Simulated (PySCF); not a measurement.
**Lu⁴⁷⁺: ionisation energy**

Lu⁴⁷⁺ [Ar] 3d6 [3d3/2^4 3d5/2^2, M_J = 4] → Lu⁴⁸⁺ [Ar] 3d5 [3d3/2^4 3d5/2^1, M_J = 5/2], as a difference of total energies. Computed with PySCF 2.14 in an even-tempered Gaussian basis (15 s from 12 bohr⁻², ratio 2.8; 12 p from 15 bohr⁻², ratio 2.8; 8 d from 15 bohr⁻², ratio 2.8; 3 f from 53 bohr⁻², ratio 3), with the two-component X2C-1e Hamiltonian. Correlated levels: [Ne] frozen; the 72 highest virtual spinors dropped. "Screened" scales the spin-orbit matrix elements by Boettger's factors to mimic the two-electron term; Breit and QED terms are absent.

```
                    method  ionisation energy (eV)
           GHF (spin-free)                  4092.0
          GMP2 (spin-free)                  4093.0
 GHF (screened spin-orbit)                  4087.6
GMP2 (screened spin-orbit)                  4087.5
```

Breit and QED terms and the two-electron picture change are absent.

The spin-free rows relax to the high-spin LS determinant and lack the spin-orbit shift.

The labels give the starting determinants; with spin-orbit coupling the two ends relaxed to ⟨J²⟩ = 20.01, ⟨L²⟩ = 12.46, ⟨S²⟩ = 3.01 and ⟨J²⟩ = 8.75, ⟨L²⟩ = 5.93, ⟨S²⟩ = 2.95.

For comparison: 4086 ± 4 eV (theoretical estimate listed by NIST; NIST Atomic Spectra Database, ionization energies).
